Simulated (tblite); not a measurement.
Input of a run (GFN2-xTB geometry optimisation, gas phase (tblite 0.8.0)), started from a force field or distance geometry:
```
{"job": {"kind": "relax", "xc": "GFN2-xTB", "basis": "xTB"}, "charge": 0, "multiplicity": 2}
C      2.269300    -0.734400     0.343000
O      0.950000    -0.397900     0.168300
C      0.652500     0.852400    -0.285900
F      1.632500     1.743400    -0.581600
C     -0.616700     1.277400    -0.480100
O     -1.830900     0.672500    -0.313500
C     -1.888400    -0.659000     0.167300
F     -3.184400    -1.016100     0.259000
F     -1.347500    -0.762200     1.405100
F     -1.282600    -1.514800    -0.672900
H      3.020000    -0.012200     0.107900
H      2.412800    -1.734500     0.713600
H     -0.791300     2.285900    -0.848100
```

Output (eV, eV/Å):
```
step      E/eV     max force
  0   -1008.53570    2.913
  1   -1008.76054    0.847
  2   -1008.80109    0.912
  3   -1008.81512    0.322
  4   -1008.82357    0.254
  5   -1008.83058    0.231
  6   -1008.83399    0.151
  7   -1008.83505    0.055
  8   -1008.83534    0.034
  9   -1008.83547    0.025
 10   -1008.83555    0.025
 11   -1008.83563    0.031
 12   -1008.83572    0.038
 13   -1008.83581    0.031
 14   -1008.83587    0.017
 15   -1008.83591    0.014
 16   -1008.83594    0.014
 17   -1008.83596    0.016
 18   -1008.83598    0.011
 19   -1008.83600    0.014
 20   -1008.83602    0.017
 21   -1008.83604    0.016
 22   -1008.83607    0.020
 23   -1008.83609    0.016
 24   -1008.83611    0.013
 25   -1008.83614    0.015
 26   -1008.83617    0.020
 27   -1008.83620    0.016
 28   -1008.83621    0.007
```

Problem. Summarise the run.

Solution. The energy falls by 29.0 kJ/mol over 28 L-BFGS steps, the largest force on an atom goes from 2.91 to 0.007 eV/Å, and the atoms move by 0.044 Å rms after alignment. The bond that changes most is O6–C7 (ends: oxygen bonded to 2 C; carbon bonded to 3 F and O), which shortens by 0.095 Å. Bonds longer at the end by more than 0.005 Å: 1 of 12; shorter: 9. Among the angles that change most is O2–C3–C5, from 122.7° to 128.1°. The energy never rose by more than 1e-5 eV on the way. The first step brought 75 % of the lowering.

Problem. What are the final bond lengths?

Solution. C1–O2 1.341 Å, O2–C3 1.313 Å, C3–F4 1.352 Å, C3=C5 1.347 Å, C5–O6 1.394 Å, O6–C7 1.322 Å, C7–F8 1.328 Å, C7–F9 1.342 Å, C7–F10 1.342 Å, C1–H11 1.072 Å, C1–H12 1.069 Å, C5–H13 1.074 Å. Numbering counts from 1 in the input's order; the species is `[CH2]O/C(F)=C\OC(F)(F)F` [radical].

Its GFN2-xTB frequencies are all real (lowest 31 cm⁻¹).

The values belong to the conformer `[CH2:1][O:2]/[C:3]([F:4])=[CH:5]\[O:6][C:7]([F:8])([F:9])[F:10]`: C1–O2–C3–F4 0°, C3–C5–O6–C7 0°, C5–O6–C7–F8 180°.

The numbers are calculated, not measured.
